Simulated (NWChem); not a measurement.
# Correlation energy of HGa

```xyz
2

Ga     0.0000     0.0000     0.0529
H      0.0000     0.0000    -1.6386
```
Charge 0, spin multiplicity 1.

The numbers come from NWChem runs, not from measurements. The geometry was optimised at B3LYP/def2-SVP, a minimum by its harmonic frequencies.

Basis set: def2-TZVP. Each correlation energy counts from its own Hartree-Fock reference.

The Hamiltonian is non-relativistic. The correlated methods keep 9 core orbitals frozen. The structure started from a generated list of species. Coupled-cluster values serve here as a point of comparison, not as the truth.

Order these methods by the correlation energy they give, lowest first: CCSD(T), SCS-MP2, CCSD, MP2.

CCSD(T) (-218.4 mHa), CCSD (-210.4 mHa), MP2 (-201.2 mHa), SCS-MP2 (-192.7 mHa)
